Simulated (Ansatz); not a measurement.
Stepwise reaction of `[F][In]([O][SiH3])[O][SiH3]` with hydrogen sulfide, as a gas-phase model of exchange steps in deposition or etching. ΔE in kJ/mol.

Calculated with Ansatz (gas phase, PBE0-D4/def2-TZVP geometries, no zero-point term in ΔE). CBS: MP2 limit from def2 TZ/QZ plus the TZ coupled-cluster correction, frozen cores. This one scheme is used for every species. DFT in def2-TZVPP. B3LYP here is the variant with VWN-RPA as its local correlation; programs differ in this. Elements past krypton have def2 core potentials. For In outer-core shells are correlated without core-valence functions, which leaves a few kJ/mol of doubt a bond. Each species was taken in one conformer, which may not be the lowest.

```tsv
step	reaction	PBE-D4	B3LYP-D4	ωB97M-V	CCSD(T)/CBS
2	`[F][In]([SH])[O][SiH3]` + H₂S → `[F][In]([SH])[SH]` + `O[SiH3]`	-58.0	-51.5	-51.9	-46.7
```

Q: Give the row of step 1, `[F][In]([O][SiH3])[O][SiH3]` + H₂S → `[F][In]([SH])[O][SiH3]` + `O[SiH3]`. (Best estimate.)

A: Ansatz gave: 
```
step                                                                    reaction  PBE-D4  B3LYP-D4  ωB97M-V  CCSD(T)/CBS
   1  `[F][In]([O][SiH3])[O][SiH3]` + H₂S → `[F][In]([SH])[O][SiH3]` + `O[SiH3]`   -67.9     -62.2    -62.9        -56.2
```

Q: By hand: ΔE of the 2 steps together at CCSD(T)/CBS.

A: (-56.2) + (-46.7) = -102.9 kJ/mol, or -51.5 kJ/mol a step.

In ΔE each step is higher than the one before. All are downhill at CCSD(T)/CBS. PBE-D4 differs from CCSD(T)/CBS by -11.7 to -11.3 kJ/mol a step. Isolated molecules leave out the surface, adducts and barriers. Largest T1 diagnostic: 0.016.
